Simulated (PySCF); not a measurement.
Computed IR spectrum (relative IR intensity) of a molecule C2H9NOSi. Coordinates come from a PBE-D3(BJ)/def2-SVP optimisation. One conformer was computed; it need not be the lowest. All values below come from PBE-D3(BJ)/def2-SVP (PySCF 2.14.0). Frequencies are harmonic and unscaled.

ν (cm⁻¹): 71 (w), 78 (vw), 156 (vw), 241 (m), 269 (m), 315 (m), 339 (w), 450 (vs), 610 (w), 640 (m), 735 (m), 772 (s), 799 (s), 836 (s), 868 (s), 907 (s), 948 (w), 958 (m), 1027 (w), 1213 (vw), 1379 (vw), 1423 (w), 1428 (vw), 1498 (m), 2137 (vs), 2957 (w), 2965 (m), 3004 (w), 3045 (w), 3059 (w), 3482 (w), 3576 (w), 3751 (m) (against the strongest line: vs over 80 %, s over 45 %, m over 15 %, w over 4 %, vw less)

Problem. Which molecule gave these data?
A. CC[Si@@H](N)O
B. CN(C)[SiH2]O
C. CN[SiH2]OC
D. CCO[SiH2]N

Solution. A, CC[Si@@H](N)O
